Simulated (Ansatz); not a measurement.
`N=[CH][AlH][CH2][SiH3]` + `N[SiH2]F` → `F[SiH2]N[SiH3]` + `[CH3][AlH][CH]=N`  (ligand exchange at the Si–C bond)

Gas-phase electronic energies from Ansatz, PBE0-D4/def2-TZVP geometries. CCSD(T)/CBS is the MP2 limit (def2-TZVPP, def2-QZVPP) plus CCSD(T) − MP2 in def2-TZVPP, frozen cores. This one scheme is used for every species. DFT in def2-TZVPP. B3LYP here is the variant with VWN-RPA as its local correlation; programs differ in this. Each species was taken in one conformer, which may not be the lowest.

(1) Is it downhill or uphill in electronic energy at CCSD(T)/CBS, and by how much? (Estimate.)

(2) What do these levels give: PBE-D4, PBE0-D4, B3LYP-D4, ωB97X-V, B2PLYP, PBE, PBE0, CCSD/def2-TZVPP, HF/def2-QZVPP, SCS-MP2/def2-QZVPP, HF/CBS(def2), MP2/CBS(def2)? (Estimate.)

Largest T1 diagnostic among the species: 0.012.

## Answers

(1) The calculation gave: Downhill: ΔE = -41.9 kJ/mol.

(2) Ansatz gave: PBE-D4 -32.3, PBE0-D4 -35.5, B3LYP-D4 -43.8, ωB97X-V -41.7, B2PLYP -43.6, PBE -31.9, PBE0 -35.2, CCSD/def2-TZVPP -43.9, HF/def2-QZVPP -54.6, SCS-MP2/def2-QZVPP -45.7, HF/CBS(def2) -54.7, MP2/CBS(def2) -42.4 kJ/mol.

In def2-TZVPP, CCSD(T) changes the Hartree–Fock value by +12.0 kJ/mol (the triples alone add +2.1 kJ/mol) and MP2 by +11.6 kJ/mol. From PBE to PBE0 (25 % exact exchange), in def2-TZVPP and without D4, ΔE moves by −3.3 kJ/mol.
